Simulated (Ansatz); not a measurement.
# Forces away from equilibrium

SiH2ICl (SMILES Cl[SiH2]I), closed shell, displaced at random from its PBE0-D4/def2-TZVP minimum.

Cl1  (-1.726, 0.454, -0.882)
Si2  (-0.018, 0.053, 0.130)
I3  (1.559, -1.263, -1.149)
H4  (-0.375, -0.666, 1.407)
H5  (0.620, 1.386, 0.507)
(Å)

Computed with Ansatz 0.2.0 (basis: def2-TZVPP); correlated methods freeze the cores. Filled d shells of the heavier atoms are correlated. Core potentials replace the inner electrons of the atoms past krypton. The def2 sets are not built for correlating such inner shells, so the correlated values are less sure here.

CCSD(T) forces from the calculation:
| atom | Fx | Fy | Fz (eV/Å) |
| --- | --- | --- | --- |
| Cl1 | -0.331 | 0.007 | -0.285 |
| Si2 | 0.478 | 0.643 | 1.298 |
| I3 | -0.009 | -0.030 | -0.042 |
| H4 | 0.155 | 0.168 | -0.635 |
| H5 | -0.293 | -0.788 | -0.336 |

Q: Which atom feels the largest CCSD(T) force, and how large is it?

A: Si2, 1.53 eV/Å, along (0.31, 0.42, 0.85).

Root-mean-square difference of the force components from those of CCSD(T): PBE-D4 0.147; r2SCAN-D4 0.058; PBE0-D4 0.072; wB97M-V 0.042 eV/Å.

The T1 diagnostic stays at or below 0.009.

For scale, one of the runs: CCSD(T)/def2-TZVPP forces, 162 basis functions (an equivalent command: `ansatz run in.yaml --threads 4`). The run took 79 s on 4 CPU threads (shared host), with 2.4 GiB of host memory at its peak.
